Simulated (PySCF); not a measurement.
Compound: C7H7Cl2N.
Structure used (PBE0-D3(BJ)/def2-SVP), in Å, numbered top down from 1:
```
atom  x, y, z in Å
N1     1.5593    2.4479   -0.3985
C2     1.0771    1.3937   -0.3752
C3     0.5030    0.0858   -0.3363
C4     1.1087   -1.1714   -0.9657
C5     0.6593   -1.9900    0.2742
C6     0.0547   -0.7318    0.8823
C7    -0.9591   -0.1513   -0.0418
C8    -1.7622    1.0102    0.4528
Cl9   -2.3943    1.9492   -0.9165
Cl10  -3.0870    0.4347    1.4981
H11    2.2003   -1.1036   -1.0544
H12    0.6852   -1.4515   -1.9419
H13    1.5112   -2.3740    0.8502
H14   -0.0494   -2.8138    0.0987
H15    0.0955   -0.4325    1.9323
H16   -1.5157   -0.8099   -0.7198
H17   -1.1610    1.7013    1.0572
```

Computed with PySCF at CAM-B3LYP/def2-SVPD, non-relativistic, on one gas-phase PBE0-D3(BJ)/def2-SVP geometry that isn't relaxed in the solvent. The solvent is an IEF-PCM continuum (van der Waals radii × 1.2), and excitations are vertical TDDFT with non-equilibrium linear response and a frozen core. The model holds no explicit solvent molecules, cavitation or dispersion.

Gas-phase singlets (H = HOMO, L = LUMO):

```csv
state,E (eV),λ (nm),f,leading configurations
S1,6.707,185,0.006,"H→L 28%, H→L+3 18%"
S2,7.046,176,0.009,"H-1→L 56%, H-3→L 18%"
S3,7.072,175,0.002,H-2→L 72%
S4,7.174,173,0.065,"H→L+1 36%, H-3→L 10%"
S5,7.314,170,0.003,"H-3→L 22%, H-5→L 14%"
```

Q: Give the list for methanol (ε = 32.61), n² = 1.77.

A: 
```tsv
state	E (eV)	λ (nm)	f	leading configurations	change by rank (eV)
S1	6.598	188	0.008	H→L+2 31%, H→L 27%	-0.109
S2	7.033	176	0.066	H→L+1 36%, H-1→L 18%	-0.013
S3	7.093	175	0.004	H-2→L 72%	+0.021
S4	7.120	174	0.064	H-3→L 34%, H-1→L 27%	-0.054
S5	7.357	169	0.005	H-3→L 26%, H-4→L 12%	+0.043
```

Q: How does the list change in acetonitrile (ε = 35.69)?

A: 
```json
{"state": "S1", "E (eV)": "6.597", "λ (nm)": "188", "f": "0.008", "leading configurations": "H→L+2 31%, H→L 27%", "change by rank (eV)": "-0.110"}
{"state": "S2", "E (eV)": "7.031", "λ (nm)": "176", "f": "0.068", "leading configurations": "H→L+1 37%, H-1→L 18%", "change by rank (eV)": "-0.015"}
{"state": "S3", "E (eV)": "7.093", "λ (nm)": "175", "f": "0.004", "leading configurations": "H-2→L 72%", "change by rank (eV)": "+0.021"}
{"state": "S4", "E (eV)": "7.119", "λ (nm)": "174", "f": "0.064", "leading configurations": "H-3→L 34%, H-1→L 27%", "change by rank (eV)": "-0.055"}
{"state": "S5", "E (eV)": "7.357", "λ (nm)": "169", "f": "0.005", "leading configurations": "H-3→L 26%, H-4→L 12%", "change by rank (eV)": "+0.043"}
```

Q: How do the frontier levels move from gas to acetonitrile?

A: 
| orbital | gas (eV) | solvent (eV) | change (eV) | Löwdin shares, gas | Löwdin shares, solvent |
| --- | --- | --- | --- | --- | --- |
| LUMO+2 | 1.09 | 1.28 | +0.19 | C5 15 %, H13 11 %, C4 11 %, H11 9 % | Cl10 29 %, N1 15 %, C2 14 %, Cl9 10 % |
| LUMO+1 | 0.86 | 1.00 | +0.14 | Cl9 15 %, N1 15 %, C2 14 %, C6 12 % | Cl9 18 %, N1 18 %, C2 18 %, C6 12 % |
| LUMO | 0.63 | 0.72 | +0.09 | Cl10 36 %, Cl9 21 %, C8 19 %, N1 6 % | Cl10 35 %, Cl9 24 %, C8 20 %, N1 6 % |
| HOMO | -9.66 | -9.39 | +0.27 | C3 21 %, N1 20 %, C6 18 %, C2 12 % | C3 23 %, C6 20 %, N1 15 %, C2 9 % |
| HOMO-1 | -10.14 | -9.91 | +0.23 | Cl10 27 %, Cl9 25 %, C7 13 %, C6 8 % | C7 20 %, Cl10 16 %, Cl9 13 %, C6 12 % |
| HOMO-2 | -10.40 | -10.33 | +0.07 | Cl9 40 %, Cl10 33 %, C8 12 %, H17 6 % | Cl10 38 %, Cl9 34 %, C8 13 %, H17 6 % |
| HOMO-3 | -10.43 | -10.40 | +0.03 | Cl9 43 %, Cl10 26 %, N1 6 %, C7 4 % | Cl9 48 %, Cl10 37 % |

The HOMO–LUMO gap goes from 10.29 to 10.11 eV. Rows go by rank; for LUMO+1 and LUMO+2 the atom shares or the degeneracy differ between the runs, so the row needn't follow one orbital.
